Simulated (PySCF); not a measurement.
This PySCF input asks for the NMR shieldings of `CCCPCCOC`, C₆H₁₅OP; the geometry comes from GFN2-xTB.

```python
import basis_set_exchange as bse
import numpy as np
from pyscf import gto, dft
from pyscf.prop import nmr

atoms = """
C     2.727311   -0.195124    1.300180
C     2.631823    0.254107   -0.150868
C     1.237972    0.009808   -0.721582
P    -0.049221    1.034587    0.147570
C    -1.445098    0.819810   -1.078126
C    -1.940594   -0.619289   -0.918526
O    -1.650752   -1.109172    0.372657
C    -2.529514   -0.655219    1.372363
H     2.524585   -1.260786    1.380892
H     3.717817    0.003421    1.703473
H     1.991652    0.337528    1.901055
H     2.870844    1.319085   -0.218939
H     3.365673   -0.290055   -0.752616
H     0.963331   -1.038974   -0.581063
H     1.215914    0.237142   -1.792707
H     0.375537    2.255435   -0.417930
H    -2.225594    1.541546   -0.823384
H    -1.120436    1.015069   -2.101972
H    -1.397724   -1.279639   -1.599897
H    -3.015290   -0.707687   -1.131948
H    -2.221269   -1.144856    2.294062
H    -3.564889   -0.930378    1.138323
H    -2.466832    0.430624    1.507877
"""
names = dict.fromkeys(["C", "P", "O", "H"], "pcSseg-1")
basis = {el: gto.basis.parse(bse.get_basis(n, elements=[el], fmt="nwchem")) for el, n in names.items()}
mol = gto.M(atom=atoms, basis=basis, charge=0, verbose=0)
mf = dft.RKS(mol, xc="PBE0")
mf.grids.level = 2
mf.grids.alignment = dft.numint.BLKSIZE   # the property module wants whole blocks of grid points
mf.conv_tol = 1e-9
mf.kernel()

calc = nmr.RKS(mf)   # GIAO
C = mf.mo_coeff
Co = C[:, mf.mo_occ > 0]
resp = mf.gen_response(singlet=True, hermi=2)
def vind(x):   # induced exchange potential for any number of trial vectors
    d = np.einsum("pi,xij,qj->xpq", C, 2 * x.reshape(-1, C.shape[1], Co.shape[1]), Co, optimize=True)
    return np.einsum("xpq,pi,qj->xij", resp(d - d.transpose(0, 2, 1)), C, Co, optimize=True).ravel()
mo1, _ = nmr.rhf.solve_mo1(calc, with_cphf=vind)
sigma = calc.kernel(mo1)
for i, s in enumerate(sigma):   # ppm
    w = np.linalg.eigvalsh((s + s.T) / 2)
    print("%2d %-2s iso %8.1f  s11 %8.1f  s22 %8.1f  s33 %8.1f" % (i, mol.atom_pure_symbol(i), w.mean(), *w))
```

Question: What does it print?

Answer: 
```
 0 C  iso    169.9  s11    157.3  s22    168.3  s33    184.1
 1 C  iso    161.5  s11    155.3  s22    158.5  s33    170.7
 2 C  iso    157.2  s11    137.7  s22    159.6  s33    174.3
 3 P  iso    439.0  s11    364.4  s22    451.0  s33    501.6
 4 C  iso    159.5  s11    134.6  s22    163.9  s33    180.2
 5 C  iso    119.1  s11     87.4  s22    100.8  s33    169.1
 6 O  iso    305.7  s11    259.2  s22    314.6  s33    343.2
 7 C  iso    126.9  s11     90.9  s22    109.0  s33    180.7
 8 H  iso     30.9  s11     26.9  s22     29.1  s33     36.7
 9 H  iso     30.6  s11     26.0  s22     27.7  s33     38.3
10 H  iso     29.9  s11     24.2  s22     31.5  s33     34.0
11 H  iso     30.4  s11     25.8  s22     29.3  s33     36.0
12 H  iso     29.8  s11     24.2  s22     28.1  s33     37.1
13 H  iso     30.1  s11     25.0  s22     31.5  s33     33.8
14 H  iso     29.8  s11     24.2  s22     29.7  s33     35.4
15 H  iso     29.0  s11     23.9  s22     28.1  s33     34.9
16 H  iso     29.4  s11     25.2  s22     27.2  s33     35.6
17 H  iso     29.6  s11     24.8  s22     28.0  s33     36.0
18 H  iso     27.9  s11     23.9  s22     26.7  s33     33.0
19 H  iso     28.3  s11     23.5  s22     27.6  s33     33.8
20 H  iso     28.1  s11     24.0  s22     25.4  s33     34.9
21 H  iso     28.8  s11     24.8  s22     26.2  s33     35.4
22 H  iso     28.0  s11     23.6  s22     27.1  s33     33.2
```

These numbers come from an equivalent density-fitted implementation of the same equations, which agrees with the script to about 0.01 ppm for H and up to a few tenths of a ppm for heavy atoms, so last digits may differ.

Size and cost of the density-fitted run: 218 basis functions, about 100 core-seconds.
